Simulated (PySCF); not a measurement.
# Bonding in pyridine-N-oxide

Compound: pyridine-N-oxide, C5H5NO.
SMILES with atom numbers: `[O-:1][n+:2]1[cH:3][cH:4][cH:5][cH:6][cH:7]1` (hydrogens: H8 on C3; H9 on C4; H10 on C5; H11 on C6; H12 on C7)

Cartesian coordinates in Å at the GFN2-xTB level; atoms count from 1:
```
atom  x, y, z in Å
O1     2.4539   -0.8729    0.1025
N2     1.2743   -0.4534    0.0522
C3     0.2313   -1.3171    0.0185
C4    -1.0704   -0.8800   -0.0373
C5    -1.3472    0.4792   -0.0600
C6    -0.2745    1.3582   -0.0253
C7     1.0108    0.8752    0.0299
H8     0.5025   -2.3612    0.0395
H9    -1.8663   -1.6077   -0.0628
H10   -2.3615    0.8402   -0.1017
H11   -0.4321    2.4252   -0.0405
H12    1.8803    1.5135    0.0592
```

Bond orders from the PBE0/pcSseg-1 density (PySCF). Geometry: GFN2-xTB; no solvent, vibrations or thermal averaging.

(1) Where do the orders between heavy atoms depart from those drawn in the SMILES?

(2) Set the Mayer orders of the bonds between heavy atoms beside their lengths.

Answers

(1) The largest departure is 0.370, at N2–C3 (drawn aromatic, 1.130) and C7–N2 (drawn aromatic, 1.130), counting aromatic bonds as 1.5. Drawn single, order above 1.12: O1–N2 (1.297). The bonds drawn aromatic range from 1.13 to 1.44. The SMILES, with its formal charges, is one Lewis structure only.

(2) 
```
 bond  drawn as  length (Å)  Mayer order
O1–N2    single       1.253        1.297
N2–C3  aromatic       1.355        1.130
C3–C4  aromatic       1.374        1.437
C4–C5  aromatic       1.387        1.397
C5–C6  aromatic       1.387        1.397
C6–C7  aromatic       1.374        1.437
C7–N2  aromatic       1.355        1.130
```

Bonds between the same two heavy elements. C–N: all 2 within 0.02 of one another (1.130 to 1.130). C–C: lowest C4–C5 and C5–C6 (1.397, 1.387 Å), highest C3–C4 and C6–C7 (1.437, 1.374 Å). Bonds named together lie within 0.004.

Task: And the bonds to hydrogen?

Result: C–H: 0.96 to 0.97 (5 bonds).

Task: Sum the orders of all bonds at each heavy atom with more than one neighbour and set the sums beside the valence in the SMILES.

Result: N2 3.557 (drawn 4), C3 3.532 (drawn 4), C4 3.793 (drawn 4), C5 3.767 (drawn 4), C6 3.793 (drawn 4), C7 3.532 (drawn 4). Orders between atoms that aren't bonded are not in these sums.

Mayer orders depend on the basis set.

The run behind these numbers computed NMR shieldings as well. On an Arm Neoverse V1 with one thread, on a shared host, this took 13 s of wall time.
